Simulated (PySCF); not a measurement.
**input.py for BrCl**

The script input.py:

```python
from pyscf import gto, scf, solvent

mol = gto.M(
    atom='Br 0 0 0; Cl 0 0 2.085',
    basis='sbkjc',
    ecp={'Br': 'sbkjc', 'Cl': 'sbkjc'},
    charge=0,
    spin=0,
    verbose=4,
)
mf = scf.RHF(mol)
mf = mf.density_fit(auxbasis='def2-universal-jkfit')
mf = solvent.PCM(mf)
mf.with_solvent.eps = 4.71
mf.kernel()
mf.mulliken_pop()
mf.dip_moment()
print('orbital energies (hartree):', mf.mo_energy[..., max(0, mol.nelec[1]-3):mol.nelec[0]+3].round(4))
```

```bash
$ OMP_NUM_THREADS=1 python input.py
```

The log:

```
PySCF version 2.14.0

[INPUT] verbose = 4
[INPUT] num. atoms = 2
[INPUT] num. electrons = 14
[INPUT] charge = 0
[INPUT] spin (= nelec alpha-beta = 2S) = 0
[INPUT] symmetry False subgroup None
[INPUT] Mole.unit = angstrom
[INPUT] Symbol           X                Y                Z      unit          X                Y                Z       unit  Magmom
[INPUT]  1 Br     0.000000000000   0.000000000000   0.000000000000 AA    0.000000000000   0.000000000000   0.000000000000 Bohr   0.0
[INPUT]  2 Cl     0.000000000000   0.000000000000   2.085000000000 AA    0.000000000000   0.000000000000   3.940078969718 Bohr   0.0

nuclear repulsion = 12.4362989616691
number of shells = 8
number of NR pGTOs = 36
number of NR cGTOs = 16
basis = sbkjc
ecp = {'Br': 'sbkjc', 'Cl': 'sbkjc'}

******** <class 'pyscf.solvent._attach_solvent.PCMDFRHF'> ********
method = PCMDFRHF
initial guess = minao
damping factor = 0
level_shift factor = 0
DIIS = <class 'pyscf.scf.diis.CDIIS'>
diis_start_cycle = 1
diis_space = 8
diis_damp = 0
SCF conv_tol = 1e-09
SCF conv_tol_grad = None
SCF max_cycles = 50
direct_scf = False
******** <class 'pyscf.solvent.pcm.PCM'> (In testing) ********

WARN: PCM is an experimental feature. It is still in testing.
Features and APIs may be changed in the future.

lebedev_order = 29 (302 grids per sphere)
eps = 4.71
frozen = False
Set gradient conv threshold to 3.16228e-05
Initial guess from minao.
******** <class 'pyscf.df.df.DF'> ********
auxbasis = def2-universal-jkfit
PCM E_diel = -3.10345206444613e-08
Solvent Energy = -3.10345206444613e-08
init E= -26.8437993960985
  HOMO = -0.163093139194726  LUMO = 0.0588711359716698  gap/eV = 6.03996
PCM E_diel = -0.00181227287191648
Solvent Energy = -0.00181227287191648
cycle= 1 E= -27.7257567147562  delta_E= -0.882  |g|= 0.262  |ddm|= 3.06
  HOMO = -0.449217216127496  LUMO = -0.0258695722127626  gap/eV = 11.51988
PCM E_diel = -0.00143924773805896
Solvent Energy = -0.00143924773805896
cycle= 2 E= -27.756230376953  delta_E= -0.0305  |g|= 0.064  |ddm|= 0.541
  HOMO = -0.426506769053799  LUMO = 0.0116510982801978  gap/eV = 11.92288
PCM E_diel = -0.00138876876121758
Solvent Energy = -0.00138876876121758
cycle= 3 E= -27.7575739523463  delta_E= -0.00134  |g|= 0.0108  |ddm|= 0.0983
  HOMO = -0.423745417197792  LUMO = 0.0143574934857538  gap/eV = 11.92139
PCM E_diel = -0.00150587628926309
Solvent Energy = -0.00150587628926309
cycle= 4 E= -27.7576821027921  delta_E= -0.000108  |g|= 0.00448  |ddm|= 0.0295
  HOMO = -0.424827317668801  LUMO = 0.0134922929383421  gap/eV = 11.92728
PCM E_diel = -0.00154952815786893
Solvent Energy = -0.00154952815786893
cycle= 5 E= -27.7576999146786  delta_E= -1.78e-05  |g|= 0.00117  |ddm|= 0.0139
  HOMO = -0.424732863940614  LUMO = 0.0136224656302435  gap/eV = 11.92826
PCM E_diel = -0.00157053469014122
Solvent Energy = -0.00157053469014122
cycle= 6 E= -27.7577015842044  delta_E= -1.67e-06  |g|= 0.000146  |ddm|= 0.00474
  HOMO = -0.424738799415274  LUMO = 0.0136350930631841  gap/eV = 11.92876
PCM E_diel = -0.00157199428321195
Solvent Energy = -0.00157199428321195
cycle= 7 E= -27.7577016003935  delta_E= -1.62e-08  |g|= 8.53e-06  |ddm|= 0.000446
  HOMO = -0.424739026106713  LUMO = 0.0136330818835406  gap/eV = 11.92871
PCM E_diel = -0.0015719903987202
Solvent Energy = -0.0015719903987202
cycle= 8 E= -27.757701600431  delta_E= -3.75e-11  |g|= 6.53e-07  |ddm|= 1.99e-05
  HOMO = -0.424739035568202  LUMO = 0.0136331748197516  gap/eV = 11.92872
PCM E_diel = -0.00157198961306678
Solvent Energy = -0.00157198961306678
Extra cycle  E= -27.7577016004312  delta_E= -2.34e-13  |g|= 1.58e-07  |ddm|= 1.45e-06
converged SCF energy = -27.7577016004312
 ** Mulliken pop  **
pop of  0 Br 4s           1.75478
pop of  0 Br 5s           0.24412
pop of  0 Br 4px          1.60756
pop of  0 Br 4py          1.60756
pop of  0 Br 4pz          0.83105
pop of  0 Br 5px          0.39277
pop of  0 Br 5py          0.39277
pop of  0 Br 5pz          0.00745
pop of  1 Cl 3s           1.51071
pop of  1 Cl 4s           0.49468
pop of  1 Cl 3px          1.43992
pop of  1 Cl 3py          1.43992
pop of  1 Cl 3pz          0.88899
pop of  1 Cl 4px          0.55975
pop of  1 Cl 4py          0.55975
pop of  1 Cl 4pz          0.26822
 ** Mulliken atomic charges  **
charge of    0Br =      0.16194
charge of    1Cl =     -0.16194
Dipole moment(X, Y, Z, Debye): -0.00000, -0.00000, -1.15012
orbital energies (hartree): [-0.5476 -0.4247 -0.4247  0.0136  0.3735  0.3876]
```

In short: E(SCF) = -27.757702 Eh, 8 cycles, μz(SCF) = -1.15 D.

It ran on Arm Neoverse V1 (1 thread, shared host) in 1.2 s.

Stability towards an unrestricted solution was not tested. The bond length is a typed value, not an optimised one.
